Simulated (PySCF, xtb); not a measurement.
C4H9FSi, SMILES CC[SiH2]/C=C\F. The values are those of a single conformer.

Harmonic wavenumbers (cm⁻¹) from GFN2-xTB (xtb 6.7.1) at its own minimum, in rising order: 18, 63, 89, 166, 223, 281, 312, 469, 562, 581, 695, 734, 736, 752, 762, 779, 883, 979, 1008, 1022, 1081, 1189, 1243, 1291, 1294, 1422, 1483, 1513, 1515, 1681, 2220, 2231, 2961, 2976, 3011, 3030, 3037, 3038, 3087.

### Question
What does PBE0-D3(BJ)/def2-SVP in PySCF give at its own minimum? (The exact figures need the calculation; the answer reports its results.)

### Answer
13, 76, 90, 176, 214, 284, 340, 494, 595, 690, 692, 756, 771, 777, 851, 950, 965, 982, 985, 1044, 1064, 1245, 1248, 1258, 1369, 1394, 1430, 1473, 1477, 1725, 2211, 2215, 3049, 3052, 3105, 3139, 3142, 3193, 3215. Paired by order, the mean absolute difference is 48 cm⁻¹ and the zero-point energies are 72.1 and 74.0 kcal/mol.
